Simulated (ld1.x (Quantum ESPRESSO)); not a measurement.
**u(r) = r·R(r): atom against pseudo-atom (platinum)**

Columns: radius, all-electron u(r) and pseudo u(r) of the 5d shell (level -6.20 eV) of platinum in the configuration [Xe] 4f14 5d9 6s1 6p0; PW91, scalar-relativistic, PAW scheme, ld1.x (Quantum ESPRESSO) 7.5.

```csv
r (bohr),all-electron,pseudo
0.205,-0.0378,0.0049
0.410,-0.3573,0.0365
0.615,0.1070,0.1109
0.820,0.5413,0.2267
1.025,0.7676,0.3654
1.230,0.8352,0.4981
1.435,0.8138,0.5963
1.640,0.7511,0.6424
1.845,0.6735,0.6346
2.050,0.5943,0.5865
2.255,0.5196,0.5194
2.460,0.4518,0.4518
2.665,0.3915,0.3915
2.870,0.3386,0.3386
3.075,0.2925,0.2925
3.280,0.2523,0.2523
3.485,0.2176,0.2176
3.690,0.1876,0.1876
3.895,0.1618,0.1618
4.100,0.1396,0.1396
4.305,0.1205,0.1205
4.510,0.1041,0.1041
4.715,0.0900,0.0900
4.920,0.0779,0.0779
5.125,0.0676,0.0676
5.330,0.0587,0.0587
```

(1) How many radial nodes do the two functions have?

(2) At about which radius was the pseudo-wave matched?

(3) Is the pseudo-wave norm-conserving?

## Answers

(1) The all-electron 5d function has n − l − 1 = 2 (the table is too coarse to show those close to the nucleus); the pseudo-wave has 0, since the states of the same l below it are removed with the core.

(2) 2.50 bohr. The columns agree to 0.0005 from 2.25 bohr on; several derivatives are matched, so the curves merge somewhat inside the radius.

(3) No, it belongs to a PAW set: the norm inside the radius is not constrained, and the difference is carried by the augmentation charge.
